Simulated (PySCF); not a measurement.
Be(F)(SH) (BeFHS), SMILES [SH][Be][F]. Atoms are numbered in the order given.

```xyz
4

Be     0.0179    -0.6693     0.0000
F     -0.0076    -2.0469     0.0000
S      0.0789     1.2370     0.0000
H     -1.2657     1.3073     0.0000
```

Geometry optimised at r2SCAN-D4/def2-TZVP. Other conformers were not sampled.

Method: PBE/def2-TZVPD run with PySCF.

Isolated molecule, no solvent.

| Item | Value |
|---|---|
| total energy | -513.26605 hartree |
| point group | Cs |
| highest occupied level | -6.72 eV |
| lowest empty level | -1.40 eV |
| orbital gap | 5.33 eV |
| dipole moment | 0.177 e·Å |
| quadrupole, principal values (traceless, Buckingham form, about the centre of nuclear charge) | -7.56, 0.84, 6.72 D·Å |
| mean static polarisability | 37.9 bohr³ (5.62 Å³) |
| polarisability, principal values | 33.6, 34.7, 45.5 bohr³ |
